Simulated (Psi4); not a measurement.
CHO₂ (SMILES O=C[O-]), charge -1, singlet, at a GFN2-xTB geometry (a gas-phase anion, which may not be bound at this level); Psi4 with TPSS/STO-3G.

Here is a job for Psi4.
```
memory 2 GB

molecule {
-1 1
  O    -1.03999170   -0.46775065   -0.00405004
  C    -0.07158051    0.29026371    0.00151333
  O     1.13823216    0.06937908    0.00197307
  H    -0.35644062    1.44539027    0.00753576
symmetry c1
}

set basis sto-3g

energy('tpss')
print_variables()
```

It wrote (shortened):

```
   => Loading Basis Set <=

    Name: STO-3G
    Role: ORBITAL
    Keyword: BASIS

         ---------------------------------------------------------
                                   SCF
               by Justin Turney, Rob Parrish, Andy Simmonett
                          and Daniel G. A. Smith
                              RKS Reference
         ---------------------------------------------------------

  ==> Geometry <==

    Molecular point group: c1
    Full point group: C1

    Geometry (in Angstrom), charge = -1, multiplicity = 1:

       Center              X                  Y                   Z               Mass
    ------------   -----------------  -----------------  -----------------  -----------------
         O           -1.047839928452    -0.435925563631    -0.003884114234    15.994914619570
         C           -0.079428738452     0.322088796369     0.001679255766    12.000000000000
         O            1.130383931548     0.101204166369     0.002138995766    15.994914619570
         H           -0.364288848452     1.477215356369     0.007701685766     1.007825032230

  Running in c1 symmetry.

  Rotational constants: A =      3.66134  B =      0.41879  C =      0.37581 [cm^-1]
  Rotational constants: A = 109764.35024  B =  12555.11665  C =  11266.43417 [MHz]
  Nuclear repulsion =   63.240065988071144

  Charge       = -1
  Multiplicity = 1
  Electrons    = 24
  Nalpha       = 12
  Nbeta        = 12

  ==> Algorithm <==

  SCF Algorithm Type is DF.
  DIIS enabled.
  MOM disabled.
  Fractional occupation disabled.
  Guess Type is SAD.
  Energy threshold   = 1.00e-06
  Density threshold  = 1.00e-06
  Integral threshold = 1.00e-12

  ==> Primary Basis <==

  Basis Set: STO-3G
    Blend: STO-3G
    Number of shells: 10
    Number of basis functions: 16
    Number of Cartesian functions: 16
    Spherical Harmonics?: true
    Max angular momentum: 1

  ==> DFT Potential <==

   => LibXC <=

    Version 7.1.2
    S. Lehtola, C. Steigemann, M. J. T. Oliveira, and M. A. L. Marques,  SoftwareX 7, 1–5 (2018) (10.1016/j.softx.2017.11.002)

   => Composite Functional: TPSS <=

    TPSS Meta-GGA XC Functional

    J. Tao, et al., Phys. Rev. Lett., 91, 146401, 2003

    Deriv               =              1
    GGA                 =           TRUE
    Meta                =           TRUE

    Exchange Hybrid     =          FALSE
    MP2 Hybrid          =          FALSE

   => Exchange Functionals <=

    1.0000   XC_MGGA_X_TPSS

   => Correlation Functionals <=

    1.0000   XC_MGGA_C_TPSS

   => LibXC Density Thresholds  <==

    XC_MGGA_C_TPSS:  1.00E-15
    XC_MGGA_X_TPSS:  1.00E-15

   => Molecular Quadrature <=

    Radial Scheme          =       TREUTLER
    Pruning Scheme         =           NONE
    Nuclear Scheme         =       TREUTLER

    Blocking Scheme        =         OCTREE
    BS radius alpha        =              1
    Pruning alpha          =              1
    Radial Points          =             75
    Spherical Points       =            302
    Total Points           =          85525
    Total Blocks           =            710
    Max Points             =            256
    Max Functions          =             16
    Weights Tolerance      =       1.00E-15

   => Loading Basis Set <=

    Name: (STO-3G AUX)
    Role: JKFIT
    Keyword: DF_BASIS_SCF

  ==> Integral Setup <==

  SCF_SUBTYPE=INCORE selected. In-core MEM_DF algorithm will be used.
  Using in-core AOs.

  ==> MemDFJK: Density-Fitted J/K Matrices <==

    J tasked:                   Yes
    K tasked:                    No
    wK tasked:                   No
    Algorithm:                 Core
    Schwarz Cutoff:           1E-12
    Mask sparsity (%):       0.7812
    Fitting Condition:        1E-10

   => Auxiliary Basis Set <=

  Basis Set: (STO-3G AUX)
    Blend: DEF2-UNIVERSAL-JKFIT
    Number of shells: 81
    Number of basis functions: 247
    Number of Cartesian functions: 295
    Spherical Harmonics?: true
    Max angular momentum: 4

  Minimum eigenvalue in the overlap matrix is 2.4673221971E-01.
  Reciprocal condition number of the overlap matrix is 1.2520767893E-01.
    Using symmetric orthogonalization.

  ==> Pre-Iterations <==

  SCF Guess: Superposition of Atomic Densities via on-the-fly atomic UHF (no occupation information).

   -------------------------
    Irrep   Nso     Nmo
   -------------------------
     A         16      16
   -------------------------
    Total      16      16
   -------------------------

  ==> Iterations <==

                           Total Energy        Delta E     RMS |[F,P]|

   @DF-RKS iter SAD:  -185.77047036002662   -1.85770e+02   0.00000e+00
   @DF-RKS iter   1:  -186.36489514909385   -5.94425e-01   2.53020e-02 ADIIS/DIIS
   @DF-RKS iter   2:  -186.17864951872218    1.86246e-01   4.41666e-02 ADIIS/DIIS
   @DF-RKS iter   3:  -186.46391411888615   -2.85265e-01   4.12070e-03 ADIIS/DIIS
   @DF-RKS iter   4:  -186.46631918573374   -2.40507e-03   4.19202e-04 ADIIS/DIIS
   @DF-RKS iter   5:  -186.46636105978686   -4.18741e-05   2.52596e-05 DIIS
   @DF-RKS iter   6:  -186.46636115773720   -9.79503e-08   2.11556e-06 DIIS
   @DF-RKS iter   7:  -186.46636115837714   -6.39943e-10   2.13851e-07 DIIS
  Energy and wave function converged.

  ==> Post-Iterations <==

   Electrons on quadrature grid:
      Ntotal   =   24.0000065595 ; deviation = 6.559e-06

    Orbital Energies [Eh]
    ---------------------

    Doubly Occupied:

       1A    -18.164443     2A    -18.164358     3A     -9.514547
       4A     -0.564874     5A     -0.473230     6A     -0.095986
       7A      0.048989     8A      0.056007     9A      0.103411
      10A      0.258402    11A      0.275752    12A      0.284668

    Virtual:

      13A      0.495841    14A      0.697339    15A      0.886037
      16A      1.063996

    Final Occupation by Irrep:
              A
    DOCC [    12 ]
    NA   [    12 ]
    NB   [    12 ]

  @DF-RKS Final Energy:  -186.46636115837714

   => Energetics <=

    Nuclear Repulsion Energy =             63.2400659880711444
    One-Electron Energy =                -391.2501570418792198
    Two-Electron Energy =                 165.2549473467713028
    DFT Exchange-Correlation Energy =     -23.7112174513403744
    Empirical Dispersion Energy =           0.0000000000000000
    VV10 Nonlocal Energy =                  0.0000000000000000
    Total Energy =                       -186.4663611583771399

Computation Completed

Properties will be evaluated at   0.000000,   0.000000,   0.000000 [a0]

Properties computed using the SCF density matrix

 Multipole Moments:

 ------------------------------------------------------------------------------------
     Multipole            Electronic (a.u.)      Nuclear  (a.u.)        Total (a.u.)
 ------------------------------------------------------------------------------------

 L = 1.  Multiply by 2.5417464519 to convert [e a0] to [Debye]
 Dipole X            :          0.3638080           -0.3411131            0.0226949
 Dipole Y            :         -1.4753075            1.3832360           -0.0920715
 Dipole Z            :         -0.0076918            0.0072117           -0.0004800
 Magnitude           :                                                    0.0948285

 ------------------------------------------------------------------------------------

  Variable Map:
  ----------------------------------------------------------------------------
  "CURRENT ENERGY"              =>    -186.466361158377
  "CURRENT REFERENCE ENERGY"    =>    -186.466361158377
  "DD SOLVATION ENERGY"         =>       0.000000000000
  "DFT FUNCTIONAL TOTAL ENERGY" =>    -186.466361158377
  "DFT TOTAL ENERGY"            =>    -186.466361158377
  "DFT VV10 ENERGY"             =>       0.000000000000
  "DFT XC ENERGY"               =>     -23.711217451340
  "GRID ELECTRONS ALPHA"        =>      12.000003279749
  "GRID ELECTRONS BETA"         =>      12.000003279749
  "GRID ELECTRONS TOTAL"        =>      24.000006559498
  "NUCLEAR REPULSION ENERGY"    =>      63.240065988071
  "ONE-ELECTRON ENERGY"         =>    -391.250157041879
  "PCM POLARIZATION ENERGY"     =>       0.000000000000
  "PE ENERGY"                   =>       0.000000000000
  "SCF ITERATION ENERGY"        =>    -186.466361158377
  "SCF ITERATIONS"              =>       7.000000000000
  "SCF TOTAL ENERGY"            =>    -186.466361158377
  "TWO-ELECTRON ENERGY"         =>     165.254947346771
  "XC GRID RADIAL POINTS"       =>      75.000000000000
  "XC GRID SPHERICAL POINTS"    =>     302.000000000000
  "XC GRID TOTAL POINTS"        =>   85525.000000000000

  Array Variable Map:
  ----------------------------------------------------------------------------
  "CURRENT DIPOLE"              =>       0.022694906392 ... -0.000480044734 1 by 3
  "SCF DIPOLE"                  =>       0.022694906392 ... -0.000480044734 1 by 3
  "SCF TOTAL ENERGIES"          =>    -185.770470360027 ... -186.466361158377 1 by 8
```
